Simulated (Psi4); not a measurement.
Torsional profile of CH2F4Si, SMILES F[SiH2]C(F)(F)F. Scanned: dihedral F1–Si2–C3–F4; all other coordinates were relaxed at B3LYP-D3(BJ)/def2-SVP. Heavy atoms are numbered in the order of the SMILES F[SiH2]C(F)(F)F, hydrogens after them in the order of the atoms that carry them; the mirror image has the same energies with the sign of each dihedral reversed.

- HF/cc-pVTZ // B3LYP-D3(BJ)/def2-SVP (Psi4)
- PBE0-D3(BJ)/def2-TZVP // B3LYP-D3(BJ)/def2-SVP (Psi4)
- PBE-D3(BJ)/def2-TZVP // B3LYP-D3(BJ)/def2-SVP (Psi4)
- MP2/cc-pVTZ = DF-MP2 (frozen core)/cc-pVTZ // B3LYP-D3(BJ)/def2-SVP run with Psi4

Energies relative to the lowest point of each profile, in kJ/mol:

```json
[
 {"φ / °": "0", "HF/cc-pVTZ": "6.75", "PBE0-D3(BJ)/def2-TZVP": "6.12", "PBE-D3(BJ)/def2-TZVP": "6.05"},
 {"φ / °": "10", "HF/cc-pVTZ": "6.27", "PBE0-D3(BJ)/def2-TZVP": "5.70", "PBE-D3(BJ)/def2-TZVP": "5.64"},
 {"φ / °": "20", "HF/cc-pVTZ": "5.05", "PBE0-D3(BJ)/def2-TZVP": "4.61", "PBE-D3(BJ)/def2-TZVP": "4.57"},
 {"φ / °": "30", "HF/cc-pVTZ": "3.24", "PBE0-D3(BJ)/def2-TZVP": "3.05", "PBE-D3(BJ)/def2-TZVP": "3.08"},
 {"φ / °": "40", "HF/cc-pVTZ": "1.61", "PBE0-D3(BJ)/def2-TZVP": "1.59", "PBE-D3(BJ)/def2-TZVP": "1.62"},
 {"φ / °": "50", "HF/cc-pVTZ": "0.43", "PBE0-D3(BJ)/def2-TZVP": "0.46", "PBE-D3(BJ)/def2-TZVP": "0.51"},
 {"φ / °": "60", "HF/cc-pVTZ": "0.00", "PBE0-D3(BJ)/def2-TZVP": "0.00", "PBE-D3(BJ)/def2-TZVP": "0.00"},
 {"φ / °": "70", "HF/cc-pVTZ": "0.16", "PBE0-D3(BJ)/def2-TZVP": "0.33", "PBE-D3(BJ)/def2-TZVP": "0.45"},
 {"φ / °": "80", "HF/cc-pVTZ": "1.76", "PBE0-D3(BJ)/def2-TZVP": "1.50", "PBE-D3(BJ)/def2-TZVP": "1.41"},
 {"φ / °": "90", "HF/cc-pVTZ": "3.23", "PBE0-D3(BJ)/def2-TZVP": "2.91", "PBE-D3(BJ)/def2-TZVP": "2.86"},
 {"φ / °": "100", "HF/cc-pVTZ": "5.01", "PBE0-D3(BJ)/def2-TZVP": "4.50", "PBE-D3(BJ)/def2-TZVP": "4.39"},
 {"φ / °": "110", "HF/cc-pVTZ": "5.98", "PBE0-D3(BJ)/def2-TZVP": "5.52", "PBE-D3(BJ)/def2-TZVP": "5.56"}
]
```

**Question.** Predict the corresponding MP2/cc-pVTZ column.

**Answer.** 0: 7.25; 10: 6.76; 20: 5.43; 30: 3.56; 40: 1.80; 50: 0.50; 60: 0.00; 70: 0.36; 80: 1.70; 90: 3.40; 100: 5.30; 110: 6.61 (kJ/mol).
